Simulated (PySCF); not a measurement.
C₄H₁₀N₂, SMILES C=C[C@H](CN)N.

The structure is a stationary point at B3LYP-D3(BJ)/def2-SVP. Other conformers were not sampled.

These are PySCF with M06-2X/def2-TZVP values and carry that method's errors.

The molecule is in vacuum.

```yaml
total_energy: -267.88937 hartree
highest_occupied_level: -8.24 eV
lowest_empty_level: 0.94 eV
orbital_gap: 9.18 eV
dipole_moment: 1.97 D
quadrupole, principal values (traceless, Buckingham form, about the centre of nuclear charge): -5.73, -2.13, 7.86 D·Å
mean_static_polarisability: 66.0 bohr³ (9.78 Å³)
polarisability_principal_values: 57.4, 59.2, 81.5 bohr³
```
